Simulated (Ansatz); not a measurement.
C$_{2}$H$_{9}$AlGe (`[CH3][GeH2][CH2][AlH2]`). Charge 0, multiplicity 1. The geometry is a stationary point of PBE0-D4/def2-TZVP. It is one conformer, not always the lowest.

```xyz
13

C    -1.942    0.655    0.448
Ge   -0.557   -0.267   -0.561
C     0.854   -1.095    0.505
Al    2.137    0.210   -0.198
H    -2.578    1.243   -0.214
H    -2.558   -0.074    0.977
H    -1.480    1.320    1.179
H     0.297    0.868   -1.303
H    -1.105   -1.136   -1.704
H     0.622   -1.027    1.568
H     1.007   -2.135    0.219
H     2.983   -0.145   -1.494
H     2.320    1.584    0.578
```

Task: What is the dipole moment at r2SCAN/def2-TZVPP? (An estimate is asked.)

Result: Computed: 2.23 D, with components (-1.96, -0.65, 0.82) D in this frame, pointing from negative to positive charge.

Task: And with PBE, B3LYP, ωB97M-V? (Best estimate.)

Result: Computed: PBE 2.21 D, B3LYP 2.14 D, ωB97M-V 2.14 D.

Task: Give the Mulliken charges with r2SCAN, ωB97M-V, PBE in def2-TZVPP. (Best estimate.)

Result: The calculation gave: 
| atom | r2SCAN | ωB97M-V | PBE |
| --- | --- | --- | --- |
| C1 | -0.28 | -0.43 | -0.37 |
| Ge2 | 0.21 | 0.18 | 0.20 |
| C3 | -0.42 | -0.53 | -0.38 |
| Al4 | 0.46 | 0.37 | 0.31 |
| H5 | 0.09 | 0.13 | 0.12 |
| H6 | 0.08 | 0.13 | 0.11 |
| H7 | 0.09 | 0.13 | 0.12 |
| H8 | -0.06 | -0.03 | -0.04 |
| H9 | -0.01 | 0.02 | -0.01 |
| H10 | 0.09 | 0.13 | 0.10 |
| H11 | 0.10 | 0.13 | 0.11 |
| H12 | -0.17 | -0.13 | -0.13 |
| H13 | -0.18 | -0.13 | -0.14 |

B3LYP here is the variant with VWN-RPA as its local correlation; programs differ in this.
